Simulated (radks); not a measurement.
These are the eigenvalues of the occupied orbitals of an atom or ion with whole-number occupations (hartree). Method: Dirac Kohn-Sham, LDA (Slater exchange, Perdew-Wang correlation), spin-unpolarised, spherical densities, point nucleus; computed with a radial shooting solver on a logarithmic mesh with Libxc functionals.

orbital  eigenvalue
1s1/2     -3325.168
2s1/2     -597.9280
2p1/2     -574.6073
2p3/2     -489.4427
3s1/2     -145.2763
3p1/2     -134.7321
3p3/2     -115.6677
3d3/2     -98.35722
3d5/2     -94.31486
4s1/2     -34.16465
4p1/2     -29.58262
4p3/2     -24.83830
4d3/2     -17.37816
4d5/2     -16.48836
4f5/2      -6.80443
4f7/2      -6.59685
5s1/2      -6.52424
5p1/2      -4.90309
5p3/2      -3.94388
5d3/2      -1.64796
5d5/2      -1.52422
6s1/2      -0.93753
6p1/2      -0.57657
6p3/2      -0.47216

Which element is it, and in what charge state? The configuration may be excited. Open shells, if any, fill j = l - 1/2 first.

Answer. Z = 83, bismuth, charge +1: Bi+ in [Xe] 4f13 5d10 6s1 6p4. The list shows which subshells hold electrons but not how many an open one holds; the 1s level, -3325.2 hartree, gives Z - s = 81.5 by -(Z - s)^2/2, which with screening and relativity narrows Z to a few neighbours, and the depths of the outer levels then fix element, charge and occupations together.
